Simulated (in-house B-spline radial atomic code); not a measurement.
**Ionising neutral nickel with different functionals**

Computed with a B-spline radial code for spherical atoms: scalar-relativistic (spin-free X2C) Hamiltonian, Fermi nucleus of rms radius 3.7757 fm, spin-polarised at highest spin, spherical fractional occupations for the functionals, and exact exchange of hybrids averaged over the configuration. The ionisation energy is the difference of two self-consistent energies, [Ar] 3d8 4s2 → [Ar] 3d9, without Breit or QED terms; ε is the level of the shell that loses the electron (its least bound occupied spin orbital). The two configurations differ by more than the removed electron.

```
   method                    rung  ΔSCF (eV)  -ε(4s) (eV)
     PBE0           global hybrid       7.15         6.15
    B3LYP           global hybrid          ?            ?
    TPSSh           global hybrid          ?            ?
BHandHLYP           global hybrid       7.49         6.81
  r2SCAN0           global hybrid       7.15         6.33
    B97-1           global hybrid       7.08         6.00
    HSE06  range-separated hybrid       7.26         5.83
    wB97X  range-separated hybrid       7.09         8.37
CAM-B3LYP  range-separated hybrid       7.29         7.40
  LC-wPBE  range-separated hybrid       6.48         8.41
```

(1) What does TPSSh give?

(2) What does B3LYP give?

(3) Among the functionals, which spreads more, the ΔSCF values or the orbital energies?

(4) How do they compare with the NIST value?

Answers

(1) ΔSCF 6.85 eV, and -ε(4s) = 5.71 eV.

(2) ΔSCF 7.42 eV, and -ε(4s) = 6.14 eV.

(3) The orbital energies: ΔSCF values span about 1.01 eV and the orbital energies 2.71 eV.

(4) NIST lists 7.640 eV (measured, ground level to ground level). Errors run from -1.16 to -0.15 eV; BHandHLYP is closest (-0.15 eV), but part of that can be cancellation, since the calculations leave out spin-orbit coupling, Breit-QED terms, multiplet and fine-structure energies.
